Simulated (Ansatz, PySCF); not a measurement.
In(H)2(OAc) (C₂H₅InO₂), SMILES CC(=O)[O][InH2].

The structure is a stationary point at B3LYP-D3(BJ)/def2-SVP. The def2 effective core potentials stand for the cores of In; spin–orbit coupling is left out.

Vertical ionisation energy (IE) and electron affinity (EA) in eV. Rows of orbital energies are one-electron estimates. Where ΔSCF, EOM or ADC give a negative EA the extra electron is unbound and the value depends on the basis.

| level | IE | EA |
|---|---|---|
| −ε(HOMO), −ε(LUMO), r2SCAN/def2-TZVP (PySCF) | 7.05 | 1.29 |
| −ε(HOMO), −ε(LUMO), PBE/def2-TZVP (PySCF) | 6.72 | 1.66 |
| ΔSCF, CAM-B3LYP/def2-SVPD (Ansatz), final states of multiplicity 2 and 2 | [?] | [?] |
| ΔSCF, PBE/def2-SVPD (Ansatz), final states of multiplicity 2 and 2 | 10.02 | -0.43 |

Problem. What belongs in the gaps? (An estimate is asked for; the answer gives what the named calculation found.)

Solution. 
- ΔSCF, CAM-B3LYP/def2-SVPD (Ansatz, a first-principles code), final states of multiplicity 2 and 2, IE: 10.87
- ΔSCF, CAM-B3LYP/def2-SVPD (Ansatz), final states of multiplicity 2 and 2, EA: -0.53

Problem. What vertical singlet–triplet gap does ΔSCF give with CAM-B3LYP/def2-SVPD (Ansatz) and with PBE/def2-SVPD (Ansatz)? (The exact figures need the calculation; the answer reports its results.)

Solution. 6.00 and 5.44 eV (triplet above singlet where positive).
